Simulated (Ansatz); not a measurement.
The cluster Ag₂H. Total charge 0; doublet. Geometry r2SCAN-D4/def2-TZVP; atoms count from 1.

```xyz
3

Ag    1.487    0.252    0.080
Ag   -1.388   -0.401    0.443
H    -0.100    0.149   -0.523
```

In the def2 sets Ag takes a core potential; there is no spin–orbit coupling. The structure comes from a short search, and lower isomers may exist.

Estimate the Mulliken populations from the PBE0/def2-TZVP orbitals of Ansatz.


```
atom  charge (e)  spin (α − β)  d electrons
 Ag1       -0.02          0.53         9.89
 Ag2       -0.02          0.53         9.89
  H3        0.03         -0.06            –
```
Mulliken values depend strongly on the basis.

Where does the spin sit?

Summed by element: Ag 1.06, H -0.06, of 1 unpaired in all. Largest on single atoms: Ag2 0.53, Ag1 0.53, H3 -0.06.

And the Mayer bond orders between heavy atoms (over 0.3)?

Ag1–Ag2 0.58 (2.97 Å).
